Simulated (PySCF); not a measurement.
# The 27-electron isoelectronic series, non-relativistic

All values are computed (PySCF 2.14, energy differences of UHF-based or UKS calculations, no spin-orbit coupling). Each ion has its own even-tempered basis scaled to its charge (17s11p8d4f4g for the first); frozen: [Ne]. Ionisation energies in eV.

| ion | configuration | UHF | LDA | PBE | PBE0 | r2SCAN | MP2 (outer shells) | NIST (with spin-orbit, Breit and QED) |
| --- | --- | --- | --- | --- | --- | --- | --- | --- |
| Cd²¹⁺ | [Ar] 3d9 (2D) | 1031.5 | 1033.4 | 1032.3 | 1032.6 | 1031.8 | 1033.3 | 1026 ± 4 (t) |
| Sn²³⁺ | [Ar] 3d9 (2D) | 1201.7 | 1203.5 | 1202.3 | 1202.8 | 1201.9 | 1203.5 | 1195 ± 4 (t) |
| Te²⁵⁺ | [Ar] 3d9 (2D) | 1384.1 | 1385.8 | 1384.6 | 1385.1 | 1384.2 | 1385.9 | 1377 ± 4 (t) |
| Xe²⁷⁺ | [Ar] 3d9 (2D) | 1578.7 | 1580.2 | 1579.1 | 1579.6 | 1578.7 | 1580.5 | 1571 ± 4 (t) |
| Ce³¹⁺ | [Ar] 3d9 (2D) | 2004.4 | 2005.6 | 2004.5 | 2005.0 | 2004.1 | 2006.2 | 1994 ± 4 (t) |
| Nd³³⁺ | [Ar] 3d9 (2D) | 2235.4 | 2236.5 | 2235.4 | 2236.0 | 2235.0 | 2237.2 | 2224 ± 5 (t) |
| Sm³⁵⁺ | [Ar] 3d9 (2D) | 2478.6 | 2479.6 | 2478.4 | 2479.1 | 2478.0 | 2480.4 | 2466 ± 5 (t) |
| Gd³⁷⁺ | [Ar] 3d9 (2D) | 2734.0 | 2734.8 | 2733.6 | 2734.3 | 2733.2 | 2735.7 | 2720 ± 4 (t) |
| Dy³⁹⁺ | [Ar] 3d9 (2D) | 3001.4 | 3002.1 | 3000.9 | 3001.6 | 3000.5 | 3003.2 | 2987 ± 4 (t) |

(1) Interpolate the row of Ba²⁹⁺.

Each ion has its own basis, which adds noise of up to about 0.1 % along the series.

NIST values marked (s) are semi-empirical, (t) theoretical. Open shells are high-spin determinants of the terms that Hund's rules give.

All relativistic terms are absent from the calculated values; where these lie close to NIST, scalar and spin-orbit shifts of opposite sign can cancel.

## Answers

(1) configuration [Ar] 3d9 (2D); UHF 1785.5; LDA 1786.9; PBE 1785.7; PBE0 1786.2; r2SCAN 1785.3; MP2 (outer shells) 1787.3; NIST (with spin-orbit, Breit and QED) 1776 ± 4 (t).
